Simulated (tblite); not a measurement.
Record of a relaxation.

Species: C6H10ClFSi.
Numbering: `[F:1][C@@H:2]1[CH:3]=[CH:4][C@@H:5]([CH2:6][CH2:7][Cl:8])[SiH2:9]1` (hydrogens: H10 on C2; H11 on C3; H12 on C4; H13 on C5; H14, H15 on C6; H16, H17 on C7; H18, H19 on Si9)

Computed with GFN2-xTB (tblite), gas phase: L-BFGS steps from a force-field or distance-geometry start until the largest atomic force falls under 0.01 eV/Å. 9 of its 87 geometries are shown.

Step 0: E = -786.4236 eV, largest atomic force 3.708 eV/Å
```
atom  x, y, z in Å  |  force x, y, z in eV/Å
F1      2.473    1.006    1.977   -0.391  -0.313   0.118
C2      1.298    0.451    1.450    0.087  -0.555   1.715
C3      1.587   -0.717    0.606    2.241  -1.847   2.305
C4      1.062   -0.803   -0.564    0.165  -1.862  -2.625
C5      0.174    0.270   -1.030    0.917   0.355  -1.560
C6     -1.199   -0.267   -1.153   -1.237   0.587  -2.889
C7     -1.883   -0.816    0.023   -1.928  -1.731   0.579
Cl8    -2.125    0.362    1.327   -0.021  -0.479   0.218
Si9     0.488    1.577    0.238   -0.367   2.831  -0.079
H10     0.641    0.132    2.306    0.771   0.348  -0.299
H11     2.263   -1.526    1.006   -0.694   0.929  -0.304
H12     1.252   -1.692   -1.233   -0.285   0.960   0.698
H13     0.515    0.631   -2.050   -0.442  -0.455   0.821
H14    -1.169   -1.088   -1.939   -0.248   0.680   0.686
H15    -1.842    0.570   -1.580    0.475  -0.885   0.335
H16    -2.933   -1.094   -0.301    0.834   0.229   0.326
H17    -1.463   -1.778    0.405    0.146   0.932   0.054
H18    -0.690    2.271    0.722    0.191   0.463  -0.090
H19     1.540    2.518   -0.220   -0.215  -0.188  -0.007
```

Step 11: E = -787.1085 eV, largest atomic force 0.159 eV/Å
```
atom  x, y, z in Å  |  force x, y, z in eV/Å
F1      2.484    0.948    2.039   -0.065  -0.024  -0.022
C2      1.315    0.433    1.482   -0.045   0.008   0.021
C3      1.627   -0.766    0.639   -0.052  -0.042   0.028
C4      1.079   -0.847   -0.563    0.014   0.010   0.017
C5      0.170    0.254   -1.031    0.015   0.043  -0.003
C6     -1.267   -0.250   -1.228    0.026   0.066  -0.039
C7     -1.949   -0.858   -0.011    0.035  -0.060  -0.041
Cl8    -2.139    0.263    1.364    0.038  -0.020  -0.153
Si9     0.488    1.658    0.245   -0.015   0.010   0.010
H10     0.697    0.146    2.342    0.032   0.043  -0.007
H11     2.283   -1.518    1.051    0.043   0.012  -0.033
H12     1.260   -1.676   -1.234   -0.044  -0.035   0.075
H13     0.501    0.571   -2.028   -0.018   0.005   0.043
H14    -1.250   -1.045   -1.984   -0.028   0.009   0.026
H15    -1.871    0.563   -1.631   -0.053   0.056   0.093
H16    -2.955   -1.180   -0.283    0.016  -0.034   0.050
H17    -1.381   -1.704    0.375    0.044  -0.024  -0.028
H18    -0.636    2.462    0.696   -0.004   0.014   0.027
H19     1.535    2.555   -0.249    0.059  -0.038  -0.063
```

Step 22: E = -787.1380 eV, largest atomic force 0.130 eV/Å
```
atom  x, y, z in Å  |  force x, y, z in eV/Å
F1      2.474    0.950    2.045   -0.004   0.024  -0.001
C2      1.298    0.444    1.495    0.010   0.048   0.052
C3      1.600   -0.760    0.660   -0.007  -0.042  -0.029
C4      1.044   -0.853   -0.537   -0.005   0.012   0.005
C5      0.152    0.253   -1.021   -0.041   0.110  -0.055
C6     -1.285   -0.235   -1.244   -0.013   0.060  -0.030
C7     -1.918   -0.900   -0.037    0.001  -0.031   0.041
Cl8    -2.101    0.253    1.308   -0.014  -0.094  -0.018
Si9     0.489    1.663    0.245   -0.069   0.004  -0.014
H10     0.683    0.177    2.364    0.012  -0.005  -0.046
H11     2.285   -1.496    1.050   -0.003  -0.054   0.069
H12     1.204   -1.704   -1.184    0.001  -0.028  -0.006
H13     0.504    0.575   -2.008    0.010  -0.039   0.005
H14    -1.286   -0.976   -2.052   -0.014   0.011   0.030
H15    -1.909    0.603   -1.560    0.019   0.024  -0.013
H16    -2.918   -1.269   -0.273    0.037   0.016   0.017
H17    -1.300   -1.719    0.332    0.014   0.006   0.016
H18    -0.595    2.516    0.713    0.043  -0.035  -0.018
H19     1.569    2.489   -0.305    0.022   0.012  -0.004
```

Step 32: E = -787.1457 eV, largest atomic force 0.048 eV/Å
```
atom  x, y, z in Å  |  force x, y, z in eV/Å
F1      2.466    0.972    2.038    0.036  -0.018   0.008
C2      1.295    0.458    1.489    0.002   0.002   0.006
C3      1.586   -0.760    0.668   -0.026  -0.023  -0.008
C4      1.030   -0.854   -0.529   -0.012   0.004  -0.024
C5      0.156    0.263   -1.032   -0.042   0.012   0.002
C6     -1.288   -0.212   -1.243   -0.022  -0.018   0.011
C7     -1.895   -0.914   -0.041    0.007  -0.005   0.006
Cl8    -2.101    0.202    1.331    0.019  -0.031  -0.018
Si9     0.498    1.672    0.230   -0.002   0.013  -0.024
H10     0.677    0.191    2.354   -0.021   0.033   0.027
H11     2.236   -1.514    1.082    0.010  -0.012   0.011
H12     1.167   -1.718   -1.164    0.015  -0.027  -0.007
H13     0.515    0.562   -2.023    0.002  -0.002   0.012
H14    -1.310   -0.939   -2.063    0.011   0.021  -0.012
H15    -1.915    0.634   -1.531    0.023   0.003   0.018
H16    -2.885   -1.308   -0.273    0.021   0.021  -0.003
H17    -1.249   -1.722    0.305   -0.003   0.015   0.014
H18    -0.585    2.515    0.715    0.006  -0.019  -0.033
H19     1.592    2.480   -0.321   -0.024   0.030   0.015
```

Step 43: E = -787.1503 eV, largest atomic force 0.031 eV/Å
```
atom  x, y, z in Å  |  force x, y, z in eV/Å
F1      2.482    0.950    2.023    0.010   0.016   0.004
C2      1.293    0.465    1.486    0.011  -0.016  -0.007
C3      1.557   -0.772    0.681    0.001   0.007  -0.007
C4      1.020   -0.861   -0.525    0.002   0.008  -0.017
C5      0.165    0.265   -1.039   -0.016  -0.026   0.007
C6     -1.286   -0.197   -1.237   -0.015  -0.011   0.004
C7     -1.875   -0.925   -0.042    0.005   0.003  -0.012
Cl8    -2.083    0.162    1.351    0.009  -0.004  -0.011
Si9     0.509    1.679    0.215    0.007  -0.008  -0.007
H10     0.668    0.237    2.356    0.010  -0.010   0.013
H11     2.193   -1.534    1.107   -0.020   0.012   0.009
H12     1.153   -1.732   -1.153    0.000   0.005   0.005
H13     0.523    0.552   -2.033    0.013  -0.005   0.013
H14    -1.325   -0.899   -2.077    0.003   0.002   0.001
H15    -1.912    0.660   -1.492    0.004   0.009   0.009
H16    -2.861   -1.326   -0.276   -0.002   0.015   0.003
H17    -1.218   -1.730    0.289   -0.001  -0.003  -0.007
H18    -0.600    2.497    0.680   -0.022   0.006   0.000
H19     1.585    2.518   -0.321    0.000   0.001  -0.001
```

Step 54: E = -787.1513 eV, largest atomic force 0.026 eV/Å
```
atom  x, y, z in Å  |  force x, y, z in eV/Å
F1      2.491    0.961    2.008   -0.003  -0.007  -0.013
C2      1.296    0.469    1.488    0.003  -0.012   0.007
C3      1.552   -0.773    0.688    0.008   0.005  -0.009
C4      1.017   -0.866   -0.519    0.023   0.010  -0.007
C5      0.167    0.261   -1.038   -0.001  -0.007  -0.001
C6     -1.286   -0.193   -1.239   -0.003   0.009  -0.011
C7     -1.872   -0.929   -0.048   -0.001  -0.002   0.004
Cl8    -2.058    0.148    1.354    0.000  -0.005   0.014
Si9     0.504    1.677    0.215   -0.010  -0.017   0.013
H10     0.685    0.240    2.369   -0.002   0.022  -0.005
H11     2.178   -1.540    1.122   -0.005   0.013  -0.007
H12     1.151   -1.738   -1.145   -0.012  -0.001   0.015
H13     0.531    0.548   -2.031    0.004  -0.016   0.015
H14    -1.333   -0.884   -2.087    0.005  -0.004  -0.002
H15    -1.907    0.672   -1.478   -0.007   0.010  -0.012
H16    -2.865   -1.318   -0.276    0.000   0.005  -0.005
H17    -1.219   -1.741    0.270   -0.007  -0.017  -0.004
H18    -0.617    2.488    0.662   -0.008   0.008   0.012
H19     1.575    2.524   -0.319    0.016   0.006  -0.004
```

Step 64: E = -787.1526 eV, largest atomic force 0.036 eV/Å
```
atom  x, y, z in Å  |  force x, y, z in eV/Å
F1      2.512    0.978    1.973   -0.006   0.005   0.004
C2      1.304    0.480    1.489    0.008  -0.005   0.008
C3      1.546   -0.771    0.700    0.006  -0.007   0.003
C4      1.008   -0.873   -0.504    0.018   0.010   0.003
C5      0.168    0.256   -1.034   -0.004   0.006   0.000
C6     -1.286   -0.186   -1.245   -0.006   0.001  -0.012
C7     -1.876   -0.935   -0.064   -0.009  -0.007   0.005
Cl8    -2.015    0.107    1.371    0.003   0.006   0.000
Si9     0.491    1.675    0.219    0.013  -0.008   0.006
H10     0.714    0.267    2.388    0.007   0.001  -0.008
H11     2.173   -1.536    1.134    0.000  -0.001   0.020
H12     1.138   -1.753   -1.120   -0.015   0.008   0.004
H13     0.548    0.535   -2.023   -0.017   0.002   0.009
H14    -1.339   -0.867   -2.100    0.004  -0.011  -0.012
H15    -1.899    0.687   -1.475   -0.016   0.001   0.003
H16    -2.882   -1.291   -0.287   -0.005  -0.003  -0.013
H17    -1.240   -1.772    0.224   -0.010  -0.012  -0.007
H18    -0.638    2.482    0.659    0.017  -0.015   0.004
H19     1.562    2.523   -0.311    0.010   0.030  -0.018
```

Step 75: E = -787.1551 eV, largest atomic force 0.032 eV/Å
```
atom  x, y, z in Å  |  force x, y, z in eV/Å
F1      2.562    1.013    1.923    0.003  -0.003   0.003
C2      1.335    0.510    1.492    0.002   0.005  -0.013
C3      1.544   -0.763    0.728   -0.009  -0.009   0.010
C4      0.990   -0.882   -0.467   -0.002   0.010  -0.006
C5      0.168    0.249   -1.020   -0.006   0.010   0.003
C6     -1.288   -0.177   -1.255   -0.006  -0.010  -0.003
C7     -1.893   -0.958   -0.101   -0.002  -0.001   0.004
Cl8    -1.934    0.012    1.388   -0.010   0.001   0.006
Si9     0.494    1.680    0.219    0.003   0.015   0.001
H10     0.773    0.325    2.415    0.007  -0.003  -0.007
H11     2.157   -1.529    1.178    0.008  -0.015   0.000
H12     1.092   -1.779   -1.064    0.005  -0.003   0.011
H13     0.565    0.516   -2.005    0.009   0.002  -0.005
H14    -1.340   -0.833   -2.130    0.012  -0.016  -0.014
H15    -1.898    0.703   -1.465    0.009   0.015   0.016
H16    -2.922   -1.244   -0.317    0.004   0.001  -0.006
H17    -1.301   -1.845    0.124   -0.006   0.008   0.001
H18    -0.651    2.456    0.674    0.007   0.002   0.006
H19     1.540    2.555   -0.322   -0.030  -0.009  -0.008
```

Step 86: E = -787.1557 eV, largest atomic force 0.009 eV/Å
```
atom  x, y, z in Å  |  force x, y, z in eV/Å
F1      2.572    1.016    1.915    0.002  -0.001  -0.001
C2      1.343    0.513    1.491   -0.001   0.000  -0.004
C3      1.546   -0.764    0.733    0.002   0.002  -0.002
C4      0.989   -0.884   -0.461   -0.007   0.000   0.000
C5      0.170    0.247   -1.016   -0.002   0.000   0.002
C6     -1.286   -0.178   -1.256   -0.001   0.000  -0.001
C7     -1.898   -0.959   -0.107    0.001   0.003  -0.006
Cl8    -1.934    0.001    1.389   -0.004   0.005   0.000
Si9     0.491    1.681    0.222    0.004   0.004  -0.004
H10     0.785    0.332    2.416    0.004   0.000   0.006
H11     2.157   -1.532    1.183    0.000   0.000   0.000
H12     1.085   -1.784   -1.055    0.005  -0.003   0.005
H13     0.572    0.515   -1.999   -0.002  -0.004  -0.003
H14    -1.335   -0.831   -2.134    0.002   0.003  -0.003
H15    -1.891    0.706   -1.464    0.000   0.001  -0.004
H16    -2.929   -1.234   -0.329   -0.001  -0.005   0.004
H17    -1.315   -1.854    0.114    0.001   0.001   0.001
H18    -0.650    2.454    0.690   -0.002  -0.007   0.005
H19     1.519    2.563   -0.339   -0.002   0.000   0.004
```

Q: Summarise the path.

A: The energy falls by 16.88 kcal/mol from step 0 to step 86; nine tenths of that is first reached at step 8. It falls at every step. The largest force goes from 3.708 to 0.009 eV/Å. Among the bonds C2–Si9 changes most, from 1.842 to 1.924 Å; the atoms move by 0.213 Å rms after alignment.

Q: Follow the three bonds and two angles with the largest change from start to end.

A: 
| step | E above end (kcal/mol) | largest force (eV/Å) | C2–Si9 (Å) | C5–Si9 (Å) | C5–C6 (Å) | H16–C7–H17 (°) | C5–C6–C7 (°) |
| --- | --- | --- | --- | --- | --- | --- | --- |
| 0 | 16.88 | 3.708 | 1.842 | 1.848 | 1.480 | 103.5 | 120.1 |
| 4 | 2.78 | 0.438 | 1.914 | 1.915 | 1.532 | 109.3 | 118.6 |
| 7 | 1.87 | 0.256 | 1.929 | 1.923 | 1.536 | 110.9 | 118.2 |
| 11 | 1.09 | 0.159 | 1.927 | 1.924 | 1.535 | 109.9 | 116.6 |
| 15 | 0.78 | 0.159 | 1.925 | 1.923 | 1.535 | 109.5 | 115.7 |
| 19 | 0.53 | 0.088 | 1.932 | 1.927 | 1.535 | 110.0 | 115.1 |
| 22 | 0.41 | 0.130 | 1.924 | 1.926 | 1.534 | 109.8 | 114.5 |
| 26 | 0.33 | 0.067 | 1.925 | 1.922 | 1.533 | 110.0 | 114.1 |
| 30 | 0.26 | 0.061 | 1.923 | 1.923 | 1.535 | 109.9 | 114.2 |
| 34 | 0.21 | 0.050 | 1.923 | 1.922 | 1.534 | 109.7 | 114.1 |
| 37 | 0.17 | 0.065 | 1.924 | 1.922 | 1.533 | 110.1 | 114.0 |
| 41 | 0.14 | 0.033 | 1.923 | 1.922 | 1.535 | 110.1 | 114.1 |
| 45 | 0.12 | 0.023 | 1.925 | 1.922 | 1.535 | 109.7 | 114.1 |
| 49 | 0.11 | 0.019 | 1.924 | 1.922 | 1.535 | 109.9 | 114.0 |
| 52 | 0.11 | 0.028 | 1.925 | 1.922 | 1.536 | 110.0 | 114.1 |
| 56 | 0.10 | 0.019 | 1.925 | 1.921 | 1.535 | 109.9 | 113.9 |
| 60 | 0.09 | 0.032 | 1.924 | 1.921 | 1.535 | 109.9 | 113.8 |
| 64 | 0.07 | 0.036 | 1.924 | 1.921 | 1.534 | 110.0 | 113.8 |
| 67 | 0.06 | 0.064 | 1.924 | 1.921 | 1.535 | 110.0 | 113.7 |
| 71 | 0.03 | 0.035 | 1.923 | 1.921 | 1.536 | 109.9 | 113.8 |
| 75 | 0.01 | 0.032 | 1.923 | 1.921 | 1.536 | 109.8 | 113.8 |
| 79 | 0.01 | 0.013 | 1.923 | 1.922 | 1.536 | 109.8 | 114.0 |
| 82 | 0.00 | 0.017 | 1.924 | 1.921 | 1.535 | 109.8 | 114.0 |
| 86 | 0.00 | 0.009 | 1.924 | 1.921 | 1.535 | 109.9 | 113.9 |

The cost below is that of the whole relaxation. Hardware: an Arm Neoverse V1 with one thread (shared host). Cost: 0.8 s wall.
